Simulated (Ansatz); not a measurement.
`F[SiH2]C[SiH3]` + `[OH][AlH2]` → `[AlH2][O]C[SiH3]` + `F[SiH3]`  (substitution at a C–Si bond)

Computed with Ansatz on PBE0-D4/def2-TZVP structures; ΔE is electronic, products minus reactants. CBS: MP2 limit from def2 TZ/QZ plus the TZ coupled-cluster correction, frozen cores. This one scheme is used for every species. DFT in def2-TZVPP. One conformer a species, not always the lowest.

(1) Is it downhill or uphill in electronic energy at CCSD(T)/CBS, and by how much? (Estimate.)

(2) What do these levels give: ωB97M-V, B2PLYP, PBE, CCSD(T)/def2-TZVPP, MP2/CBS(def2), CCSD/CBS(def2)? (An estimate is asked.)

Largest T1 diagnostic among the species: 0.013.

## Answers

(1) The calculation gave: Uphill: ΔE = +132.0 kJ/mol.

(2) Computed: ωB97M-V 129.1, B2PLYP 123.6, PBE 122.7, CCSD(T)/def2-TZVPP 128.0, MP2/CBS(def2) 140.6, CCSD/CBS(def2) 131.2 kJ/mol.

From PBE to PBE0 (25 % exact exchange), in def2-TZVPP and without D4, ΔE moves by +5.0 kJ/mol. In def2-TZVPP, CCSD(T) changes the Hartree–Fock value by +13.1 kJ/mol (the triples alone add +0.7 kJ/mol) and MP2 by +21.7 kJ/mol.
